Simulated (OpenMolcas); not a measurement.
**Levels of S³⁺ by method**

- Program: OpenMolcas
- Basis: ANO-RCC [8s7p5d4f2g]
- Scalar Hamiltonian: DKH2, point nucleus
- Active space: 1 electron in 9 orbitals (RAS2 3p; RAS3 3d 4s, at most 1 electron)
- State averaging: 2S+1 = 2 odd, 3 roots; 2S+1 = 2 even, 6 roots
- Spin-orbit coupling: RASSI with atomic mean-field integrals over the reference wave functions, term energies averaged over their components

Methods on the same reference wave functions:
A. RASSCF
B. SS-RASPT2, IPEA 0.25 Eh, imaginary shift 0.1 Eh (closed shells correlated: 2s 2p 3s)

Energies in cm-1 above 3s2 3p 2P* 1/2, the measured ground level; measured values from NIST levels in Podobedova, Kelleher and Wiese, J. Phys. Chem. Ref. Data 38, 171 (2009).

| Level | A | B | Measured |
| --- | --- | --- | --- |
| 3s2 3p 2P* 1/2 | 0.0 | 0.0 | 0.0 |
| 3s2 3p 2P* 3/2 | 878 | 878 | 951 |
| 3s2 3d 2D 3/2 | 144702 | 137170 | 152133 |
| 3s2 3d 2D 5/2 | 144726 | 137190 | 152147 |
| 3s2 4s 2S 1/2 | 179915 | 180710 | 181448 |

Deviations, from unrounded energies. A percentage is the sum of absolute deviations over the sum of measured energies, with the sign that they share, or ± where signs differ.

```csv
Against measurement,Levels,A,B
mean absolute deviation (cm-1),4,4100,7700
fine structure of the ground term (%),1,-7.7,-7.7
other configurations (%),3,-3.4,-6.3
```

A lies closest to measurement on these levels. The largest miss of A in the table is 3s2 3d 2D 3/2, by -7400 cm-1. The ranking rests on the paired levels alone, and a cruder setting can come out closer through cancelling errors.

The lowest spin-free term lies below A's lowest term by 0.222 hartree in B.

CASPT2 does not keep the components of a term degenerate, so their means are used; among the terms shown or strongly mixed into the levels shown the widest spread is 300 cm-1 (3s2 3d 2D, B). ANO sets are built for valence states and can reach diffuse excited orbitals poorly, and with the s shell closed the s pⁿ⁺¹ terms that mix with these levels are absent. With one active electron the reference holds no correlation, so core polarisation is missing (holds for A). With one active electron, CASPT2 adds the correlation within the correlated inactive shells and between them and that electron, and leaves the splitting within a term as the reference gives it (holds for B). Measured partners are found by configuration, term and J. A level has none where our copy of the source lacks it or the pairing is in doubt (some pairs that miss far off the trend of their configuration count as doubtful), and it then counts in no deviation. Levels of configurations outside the active space are missing.

* marks odd parity.
